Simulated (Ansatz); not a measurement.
The cluster Cr2S3, relaxed as a singlet with RKS PBE0-D4/def2-SVP in Ansatz, starting from the GFN2-xTB geometry. Force threshold 0.02 eV/Å.

The structure comes from a short search, and lower isomers may exist.

Start:

```xyz
5

Cr    1.7060    0.8362    0.2942
Cr   -0.2916   -0.2594   -0.0549
S    -0.1150    2.0887    0.0804
S    -0.3954   -1.2523   -1.8564
S    -0.9040   -1.4132    1.5367
```

(1) Estimate the energy that the relaxation releases and the steps that it takes.

(2) Does the start keep its bonding and symmetry?

(3) Predict the relaxed structure.

Results:

(1) 304.9 kJ/mol, in 12 steps; 50 s on 4 threads of AMD EPYC 7R43 on a shared host. No frequencies were taken in this run, so the end may be a saddle point.

(2) Bonds formed: Cr1–S4, Cr1–S5 (atoms count from 1). The end is the same structure that another start reached, the lowest one found. Point group Cs at the start, D3h at the end, both within 0.05 Å.

(3) 
```xyz
5

Cr    0.839   -0.008    0.165
Cr   -0.839    0.008   -0.166
S    -0.013    2.043    0.162
S     0.350   -0.882   -1.817
S    -0.338   -1.161    1.655
```
Bond lengths (bridged metal pairs left out): 6 × Cr–S 2.22 Å.
